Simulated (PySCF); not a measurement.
# How methods differ on the ionisation energy of Cd³⁹⁺

Cd³⁹⁺ [He] 2s2 2p5 (2P) → Cd⁴⁰⁺ [He] 2s2 2p4 (3P), as a difference of total energies. Calculation: PySCF 2.14, in an even-tempered Gaussian basis (17 s from 16 bohr⁻², ratio 2.2; 11 p from 20 bohr⁻², ratio 2.2; 6 d from 87 bohr⁻², ratio 2.4; 5 f from 130 bohr⁻², ratio 2.4; 4 g from 190 bohr⁻², ratio 2.4); no relativity, point nucleus. Correlated levels: nothing frozen; virtual orbitals above 40 to 60 times the deepest correlated orbital energy dropped. The calculations carry no spin-orbit coupling.

```json
{"method": "UHF", "ionisation energy (eV)": "6009.1"}
{"method": "LDA", "ionisation energy (eV)": "6006.7"}
{"method": "PBE", "ionisation energy (eV)": "6008.9"}
{"method": "PBE0", "ionisation energy (eV)": "6009.4"}
{"method": "r2SCAN", "ionisation energy (eV)": "6012.1"}
{"method": "B3LYP", "ionisation energy (eV)": "6010.1"}
{"method": "BP86", "ionisation energy (eV)": "6010.4"}
{"method": "MP2 (all electrons)", "ionisation energy (eV)": "6010.7"}
{"method": "SCS-MP2 (all electrons)", "ionisation energy (eV)": "6010.7"}
```

Spin-orbit coupling is strong in these open shells (close to jj coupling). The scalar numbers leave it out and a first-order estimate fails, so it can dominate the gap to the real levels.

All relativistic terms are absent from these numbers, so their closeness to the reference says little about the methods.

For comparison: 6039 ± 9 eV (semi-empirical (NIST evaluation); NIST Atomic Spectra Database, ionization energies).
